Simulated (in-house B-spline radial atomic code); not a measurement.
# Ionising Se IX (Se8+) with different functionals

Computed with an all-electron radial atomic-structure program (B-spline basis): four-component Dirac-Coulomb Hamiltonian, Fermi nucleus of rms radius 4.14 fm, spin-restricted, spherical fractional occupations for the functionals. The ionisation energy is the difference of two self-consistent energies, [Ar] 3d8 → [Ar] 3d7, without Breit or QED terms; ε is the level of the shell that loses the electron (mean over j). The electron is taken from both j subshells in proportion to 2j + 1, so the result is a j average, not the step between ground levels.

Hybrids are left out here: with spherical fractional occupations of an open shell their exact exchange keeps a self-interaction that integer-occupation calculations don't have.

```
           method  rung  ΔSCF (eV)  -ε(3d) (eV)
         LDA VWN5   LDA     223.81       206.04
 relativistic LDA   LDA          ?            ?
         LDA PW92   LDA     223.79       206.03
LDA exchange-only   LDA     221.50       203.76
              PBE   GGA     223.51       205.74
           PBEsol   GGA          ?            ?
             BLYP   GGA     223.39       205.62
             RPBE   GGA     223.44       205.67
             PW91   GGA     223.70       205.92
             BP86   GGA     223.59       205.82
             AM05   GGA     223.50       205.73
             OLYP   GGA     224.48       206.66
```

(1) What does PBEsol give?

(2) What does relativistic LDA give?

(3) How do they compare with the NIST value?

Answers

(1) ΔSCF 223.45 eV, and -ε(3d) = 205.68 eV.

(2) ΔSCF 223.81 eV, and -ε(3d) = 206.05 eV.

(3) NIST lists 219 eV ± 2.2 (tabulated theory, ground level to ground level). Errors run from +2.50 to +5.48 eV. The correlated functionals all miss on the same side by more than they spread, so the cause is common to them (Breit-QED terms, spin polarisation, the choice among j levels, multiplet and fine-structure energies, or a listed next ion that isn't the cheapest removal here) and closeness doesn't rank the functionals.
